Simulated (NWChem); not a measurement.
**Atomisation of hydrogen iodide (HI)**

```
I
H 1 1.6328
```
Charge 0, spin multiplicity 1.

Everything below was run with NWChem. Structure: optimised with PBE/def2-SVP with def2 effective core potentials on I, a minimum by its harmonic frequencies.

Basis set: def2-TZVP. The atomisation energy is electronic alone: no zero-point, thermal, spin-orbit or counterpoise terms. No value is extrapolated to the basis-set limit. Free atoms are single determinants with multiplicities I 2, H 2. Correlated methods freeze the same cores in atoms and molecule, 4 orbitals in all.

Effective core potentials replace the inner electrons of I; spin-orbit coupling is left out. The correlated methods keep 4 core orbitals frozen. B3LYP has NWChem's definition, with VWN1-RPA local correlation. No SCF solution was tested for a lower state. Open-shell Hartree-Fock references start from PBE0 orbitals. No row is a measurement; the coupled-cluster row has its own basis-set and correlation limits.

| method | atomisation energy (kcal/mol) |
|---|---|
| HF | 52.2 |
| PBE0 | 77.3 |
| B3LYP | 78.2 |
| PBE | 78.9 |
| MP2 | 74.6 |
| BHandHLYP | 75.3 |
| r2SCAN | … |
| CCSD(T) | … |

Q: Fill in the missing entries.

A: 
- r2SCAN, atomisation energy (kcal/mol): 78.4
- CCSD(T), atomisation energy (kcal/mol): 75.7
